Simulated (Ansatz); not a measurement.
An input meant for Cd₂Se⁺ (charge 1, doublet; with a point charge).

```yaml
crystal:
  periodic: [false, false, false]
  atoms:
    - {symbol: Cd, position_ang: [-0.636741, -2.126002, 0.034408]}
    - {symbol: Cd, position_ang: [-0.048277, 1.971950, 0.519217]}
    - {symbol: Se, position_ang: [0.843605, -0.105029, -0.419501]}
basis:
  gaussian: {orbitals: def2-SVPD, nuclear_model: gaussian, point_charges: [{charge: 2.00, position_ang: [4.993, 0.995, 0.342]}]}
total_charge: 1
magnetization: {spin_polarized: true, initial_magnetization: 1}
hamiltonian: {xc: {name: PBE}}
scf: {omitted_lower_state_checks: [starts]}
relax: {f_tol: 0.001, max_steps: 3}
```

```sh
$ ansatz run in.yaml --threads 4 --pin off --events-out ev --progress --plain --max-ram 3916MiB
```

Output, abridged:

```
Functional definition: PBE
1075 factors; their error is unknown
mean field evaluation 1: about -74433.2147 eV, gradient 4.8e1 eV
mean field evaluation 2: about -74314.4342 eV, gradient 1.2e2 eV
mean field evaluation 4: about -74444.0339 eV, gradient 2.5e1 eV
mean field evaluation 8: about -74449.8042 eV, gradient 8.9e-2 eV
mean field evaluation 16: about -74449.7906 eV, gradient 2.2e-4 eV
mean field -74449.79058521 eV, -2735.9793401261 hartree, gradient 5.0e-5 eV, S^2 0.751846; 0 other end points of the search recorded, 0 dependent functions left out
reference -74449.79063491 eV, -2735.9793419523 hartree; 37, 36 occupied and 72, 73 virtual orbitals, 1075 factors
relax step   1: F+E_penalty+E_count = -74449.79058521 eV  Δ(F+E_penalty+E_count) = +0.000e0 eV  max|allowed force component| = 1.247e0 eV/Å  Δτ_max = 0.0000 Å  (29 SCF iters, accepted)
1075 factors; their error is unknown
mean field -74450.00177224 eV, -2735.9871011061 hartree, gradient 2.2e-5 eV, S^2 0.752431; 0 other end points of the search recorded, 0 dependent functions left out
reference -74450.00182199 eV, -2735.9871029343 hartree; 37, 36 occupied and 72, 73 virtual orbitals, 1075 factors
relax step   2: F+E_penalty+E_count = -74450.00177224 eV  Δ(F+E_penalty+E_count) = -2.112e-1 eV  max|allowed force component| = 8.205e-1 eV/Å  Δτ_max = 0.1936 Å  (40 SCF iters, accepted)
1075 factors; their error is unknown
mean field evaluation 32: about -74450.1763 eV, gradient 8.9e-6 eV
mean field -74450.17628568 eV, -2735.9935143569 hartree, gradient 1.2e-5 eV, S^2 0.754277; 0 other end points of the search recorded, 0 dependent functions left out
reference -74450.17633554 eV, -2735.9935161892 hartree; 37, 36 occupied and 72, 73 virtual orbitals, 1075 factors
relax step   3: F+E_penalty+E_count = -74450.17628568 eV  Δ(F+E_penalty+E_count) = -1.745e-1 eV  max|allowed force component| = 9.420e-1 eV/Å  Δτ_max = 0.1950 Å  (38 SCF iters, accepted)
Error: geometry relaxation did not converge after 3 steps: max|allowed force component| = 9.42e-1 eV/Å (threshold 1.0e-3). Raise `relax.max_steps` over both its present limit and 3, loosen `relax.f_tol`, or start from a geometry closer to equilibrium. Where this run's directory can be resumed (`checkpoint.write`), a resume goes on for up to `relax.max_steps` more
```

(1) Something in this input is off. What?

Results:

(1) The relaxation is allowed too few steps for its threshold. The SCF steps converged, but the relaxation ran out of steps.
